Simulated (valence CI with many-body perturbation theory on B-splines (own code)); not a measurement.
**Energy levels of Tl XLIX**

Computed by configuration interaction combined with many-body perturbation theory (CI+MBPT): five valence electrons over a frozen Dirac-Fock core [Ar] 3d10, radial functions for each j: 11 s, 11 p, 10 d, 8 f, 5 g, 2 h, with the one-electron correlation potential Σ1 (screened to all orders), the two-electron term Σ2, the three-electron term Σ3, Breit, model QED; selected single and double excitations, second order for the rest, scaled by the run's own slope (own B-spline code, finite nucleus).

No measured spectrum was set against this ion. As an estimate, large intervals hold to a few tenths of a per cent, small ones and those within an open d or f shell to about a per cent. Among the levels kept, up to 2200 cm⁻¹ of a level comes from second order outside the variational space, and about a tenth of that is noise between levels of different J, which matters for small intervals.

Levels 136 to 174 of 174, with energies above the lowest level, (4s^2 4p1/2^2 4p3/2) J=3/2. "Leading %" is the weight of the configuration and term that name the level; weights of strongly mixed levels are sums over their largest components and can fall short, so below about 35 % the name and the second component can differ from the true leading terms, or belong to a minority configuration. In the jj column 3d3/2^4 stands for four electrons in 3d with j = 3/2.

| No. | Configuration | Term | J | E (Ry) | Leading % | g | Leading jj | Second component |
| --- | --- | --- | --- | --- | --- | --- | --- | --- |
| 136 | 4s4p²4d² | ²G | 9/2 | 48.894 | 17 | 1.179 | 4s 4p1/2^2 4d3/2 4d5/2 (77 %) | 12 % 4s4p²4d² ⁴F |
| 137 | 4s4p³4d | ²S° | 1/2 | 48.918 | 42 | 1.160 | 4s 4p1/2 4p3/2^2 4d5/2 (89 %) | 25 % 4s4p³4d ²P° |
| 138 | 4s4p³4d | ²D° | 3/2 | 48.925 | 42 | 1.080 | 4s 4p1/2 4p3/2^2 4d5/2 (87 %) | 9 % 4s4p³4d ⁴D° |
| 139 | 4s4p²4d² | ⁴H | 7/2 | 49.251 | 21 | 0.938 | 4s 4p1/2^2 4d3/2 4d5/2 (77 %) | 18 % 4s4p²4d² ²G |
| 140 | 4s4p³4d | ²F° | 5/2 | 49.376 | 35 | 1.044 | 4s 4p1/2 4p3/2^2 4d5/2 (87 %) | 25 % 4s4p³4d ²D° |
| 141 | 4s4p²4d² | ²F | 5/2 | 49.431 | 25 | 1.077 | 4s 4p1/2^2 4d3/2 4d5/2 (89 %) | 14 % 4s4p²4d² ⁴G |
| 142 | 4s4p²4d² | ⁴F | 3/2 | 49.454 | 19 | 1.051 | 4s 4p1/2^2 4d3/2 4d5/2 (78 %) | 10 % 4s4p²4d² ²P |
| 143 | 4s4p³4d | ²D° | 3/2 | 49.559 | 33 | 1.144 | 4s 4p1/2 4p3/2^2 4d5/2 (83 %) | 23 % 4s4p³4d ²P° |
| 144 | 4s4p²4d² | ²P | 1/2 | 49.866 | 34 | 1.199 | 4s 4p1/2^2 4d3/2 4d5/2 (89 %) | 21 % 4s4p²4d² ⁴D |
| 145 | 4s4p³4f | ⁴F | 7/2 | 50.143 | 25 | 1.142 | 4s 4p1/2^2 4p3/2 4f5/2 (84 %) | 15 % 4s4p³4f ⁶F |
| 146 | 4s4p³4f | ⁴F | 5/2 | 50.236 | 25 | 1.068 | 4s 4p1/2^2 4p3/2 4f5/2 (88 %) | 21 % 4s4p³4f ⁶F |
| 147 | 4s4p³4f | ⁴D | 3/2 | 50.403 | 31 | 0.989 | 4s 4p1/2^2 4p3/2 4f5/2 (86 %) | 27 % 4s4p³4f ⁶F |
| 148 | 4s4p³4f | ⁴D | 1/2 | 50.442 | 53 | -0.088 | 4s 4p1/2^2 4p3/2 4f5/2 (96 %) | 31 % 4s4p³4f ⁶F |
| 149 | 4s²4p4d² | ⁴F° | 3/2 | 50.444 | 26 | 0.899 | 4s^2 4p3/2 4d3/2^2 (83 %) | 25 % 4s²4p4d² ⁴D° |
| 150 | 4s²4p4d² | ⁴D° | 1/2 | 50.504 | 64 | 0.271 | 4s^2 4p3/2 4d3/2^2 (87 %) | 19 % 4s²4p4d² ²P° |
| 151 | 4s²4p4d² | ⁴F° | 5/2 | 50.518 | 33 | 1.008 | 4s^2 4p3/2 4d3/2^2 (84 %) | 17 % 4s²4p4d² ²F° |
| 152 | 4s4p³4f | ⁴F | 9/2 | 50.521 | 28 | 1.262 | 4s 4p1/2^2 4p3/2 4f7/2 (53 %) | 26 % 4s4p³4f ⁶F |
| 153 | 4s²4p4d² | ²G° | 7/2 | 50.532 | 30 | 1.062 | 4s^2 4p3/2 4d3/2^2 (88 %) | 24 % 4s²4p4d² ²F° |
| 154 | 4s4p³4f | ⁴G | 11/2 | 50.842 | 48 | 1.287 | 4s 4p1/2^2 4p3/2 4f7/2 (96 %) | 29 % 4s4p³4f ⁶F |
| 155 | 4s4p²4d² | ⁴F | 9/2 | 50.888 | 16 | 1.260 | 4s 4p1/2^2 4d5/2^2 (50 %) | 14 % 4s4p³4f ²G |
| 156 | 4s4p³4f | ²F | 7/2 | 50.891 | 26 | 1.187 | 4s 4p1/2^2 4p3/2 4f7/2 (79 %) | 12 % 4s4p³4f ⁶F |
| 157 | 4s4p³4f | ²F | 5/2 | 51.099 | 25 | 0.991 | 4s 4p1/2^2 4p3/2 4f7/2 (56 %) | 23 % 4s4p³4f ⁴F |
| 158 | 4s²4p4d² | ²P° | 3/2 | 51.165 | 27 | 1.399 | 4s^2 4p3/2 4d3/2^2 (84 %) | 18 % 4s²4p4d² ⁴P° |
| 159 | 4s4p³4f | ²F | 5/2 | 51.407 | 21 | 1.052 | 4s 4p1/2^2 4p3/2 4f5/2 (43 %) | 14 % 4s4p³4f ²D |
| 160 | 4s4p³4f | ⁴F | 3/2 | 51.598 | 25 | 0.840 | 4s 4p1/2^2 4p3/2 4f5/2 (69 %) | 20 % 4s4p³4f ²D |
| 161 | 4s4p³4f | ⁴H | 7/2 | 51.639 | 14 | 1.036 | 4s 4p1/2^2 4p3/2 4f5/2 (56 %) | 12 % 4s4p³4f ²G |
| 162 | 4s4p³4f | ²D | 3/2 | 51.709 | 35 | 0.865 | 4s 4p1/2^2 4p3/2 4f7/2 (61 %) | 18 % 4s4p³4f ⁴F |
| 163 | 4s²4p4d² | ⁴G° | 9/2 | 51.837 | 52 | 1.183 | 4s^2 4p3/2 4d3/2 4d5/2 (92 %) | 20 % 4s²4p4d² ⁴F° |
| 164 | 4s4p³4f | ²F | 7/2 | 51.919 | 12 | 1.132 | 4s 4p1/2^2 4p3/2 4f7/2 (50 %) | 10 % 4s4p²4d² ²F |
| 165 | 4s²4p4d² | ²F° | 7/2 | 51.939 | 29 | 1.203 | 4s^2 4p3/2 4d3/2 4d5/2 (89 %) | 27 % 4s²4p4d² ⁴F° |
| 166 | 4s4p²4d² | ²D | 5/2 | 51.987 | 9 | 1.267 | 4s 4p1/2^2 4d5/2^2 (59 %) | 8 % 4s4p³4f ²D |
| 167 | 4s4p³4f | ²G | 9/2 | 52.126 | 34 | 1.119 | 4s 4p1/2^2 4p3/2 4f7/2 (71 %) | 18 % 4s4p³4f ²H |
| 168 | 4s²4p4d² | ⁴P° | 5/2 | 52.177 | 44 | 1.403 | 4s^2 4p3/2 4d3/2 4d5/2 (92 %) | 30 % 4s²4p4d² ⁴D° |
| 169 | 4s²4p4d² | ²H° | 11/2 | 52.199 | 51 | 1.172 | 4s^2 4p3/2 4d3/2 4d5/2 (89 %) | 45 % 4s²4p4d² ⁴G° |
| 170 | 4s²4p4d² | ⁴D° | 3/2 | 52.240 | 37 | 1.178 | 4s^2 4p3/2 4d3/2 4d5/2 (82 %) | 24 % 4s²4p4d² ²D° |
| 171 | 4s²4p4d² | ²F° | 5/2 | 52.240 | 36 | 1.068 | 4s^2 4p3/2 4d3/2 4d5/2 (79 %) | 27 % 4s²4p4d² ⁴D° |
| 172 | 4s²4p4d² | ²S° | 1/2 | 52.298 | 38 | 1.725 | 4s^2 4p3/2 4d3/2 4d5/2 (84 %) | 23 % 4s²4p4d² ⁴P° |
| 173 | 4s²4p4d² | ²F° | 7/2 | 52.346 | 29 | 1.120 | 4s^2 4p3/2 4d3/2 4d5/2 (80 %) | 26 % 4s²4p4d² ²G° |
| 174 | 4s4p³4f | ²G | 9/2 | 52.505 | 10 | 1.190 | 4s 4p1/2^2 4p3/2 4f7/2 (46 %) | 9 % 4s4p³4f ⁴F |

Where two levels of one J and parity lie close, their mixing, g and order are uncertain.
